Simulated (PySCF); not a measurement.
# Chromium: a sound run and one with changed settings

Sound run: Cr+ [Ar] 3d5, Cr(2+) [Ar] 3d4. All numbers are calculated (PySCF 2.14, no relativity, point nucleus, in 6-31G* (5s4p2d1f, 34 functions)). In the sound run the correlated levels freeze [Ar]. The sound run starts from symmetry-adapted Hartree-Fock orbitals and uses a fine grid where one is needed.

Changed run: all electrons correlated in a basis built for the valence shell.

```json
{"species": "Cr+", "method": "MP2", "sound run (hartree)": "-1043.03789", "changed run (hartree)": "-1043.17475", "converged": "yes"}
{"species": "Cr(2+)", "method": "MP2", "sound run (hartree)": "-1042.48712", "changed run (hartree)": "-1042.61837", "converged": "yes"}
```

Ionisation energy of Cr+:

| method | sound run (eV) | changed run (eV) |
| --- | --- | --- |
| UHF | 14.321 | 14.321 |
| MP2 | 14.987 | 15.140 |
| SCS-MP2 | 14.543 | 14.718 |

A valence basis has no tight correlating functions, so it recovers only part of the core correlation, and not evenly between atom and ion.

For comparison, NIST gives 16.486 eV between the lowest levels.
